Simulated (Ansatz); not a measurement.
Input file for Ansatz (an electronic-structure program): R-PBE0/def2-TZVPPD on C3H7NO (a complex), monomers drawn apart or pushed together. Files ending in .json are basis or fitting sets from the Basis Set Exchange.

Ansatz 0.2 input:
```yaml
crystal:
  periodic: [false, false, false]
  atoms:
    - {symbol: C, position_ang: [-0.58144646, 0.18713461, -0.74374357]}
    - {symbol: O, position_ang: [0.25250727, -0.73879965, -0.07729619]}
    - {symbol: H, position_ang: [-1.63438706, 0.08617769, -0.45137679]}
    - {symbol: H, position_ang: [-0.50569756, -0.01386227, -1.81302957]}
    - {symbol: H, position_ang: [-0.27434364, 1.22616870, -0.56933294]}
    - {symbol: H, position_ang: [0.19255585, -0.56495809, 0.87279264]}
    - {symbol: C, position_ang: [-0.29133465, 0.57292547, 6.16426932]}
    - {symbol: C, position_ang: [-0.18147656, 0.29252944, 4.74297229]}
    - {symbol: N, position_ang: [-0.09406811, 0.07025774, 3.62046313]}
    - {symbol: H, position_ang: [-0.49072927, 1.63299017, 6.32161176]}
    - {symbol: H, position_ang: [-1.10557052, -0.00812472, 6.59755585]}
    - {symbol: H, position_ang: [0.63825449, 0.30957242, 6.66908168]}
basis:
  gaussian:
    orbitals: def2-TZVPPD.json
hamiltonian:
  xc: {name: PBE0}
scf: {lower_state_search: off}
```

Problem. Give the final energy of this run.

Solution. -248.2887 hartree.

Problem. How many basis functions does it have, and what does it roughly cost on one machine?

Solution. 307 functions; very roughly 6 core-seconds.
